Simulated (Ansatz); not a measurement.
Computed with Ansatz on PBE0-D4/def2-TZVP structures; ΔE is electronic, products minus reactants. CCSD(T)/CBS adds triple-zeta CCSD(T) − MP2 to the extrapolated MP2 energy (def2 sets, frozen cores). Functionals use def2-TZVPP. B3LYP here is the variant with VWN-RPA as its local correlation; programs differ in this. def2 core potentials past Kr. For Se, Zr outer-core shells are correlated without core-valence functions, which leaves a few kJ/mol of doubt a bond. Scalar relativity is left out up to krypton. One conformer a species, not always the lowest.

`C[NH][Zr]([OH])([F])[Cl]` + H₂Se → `[OH][Zr]([F])([Cl])[SeH]` + CH₃NH₂  (ligand exchange at a Zr–N bond)

```csv
level,ΔE (kJ/mol)
ωB97X-V,-27.4
PBE0,-35.7
B3LYP,-29.7
HF/def2-TZVPP,-36.2
MP2/def2-QZVPP,-34.9
HF/CBS(def2),-36.6
MP2/CBS(def2),-36.1
CCSD/CBS(def2),-31.6
```

(1) What does CCSD(T)/CBS give? (Estimate.)

Largest T1 diagnostic among the species: 0.016.

Answers

(1) Computed: -32.5 kJ/mol. The listed levels differ from it by 5.1, -3.2, 2.8, -3.7, -2.4, -4.1, -3.6, 0.9 kJ/mol.

In def2-TZVPP, CCSD(T) changes the Hartree–Fock value by +6.6 kJ/mol (the triples alone add −0.9 kJ/mol) and MP2 by +3.1 kJ/mol. From PBE to PBE0 (25 % exact exchange), in def2-TZVPP and without D4, ΔE moves by −3.1 kJ/mol.
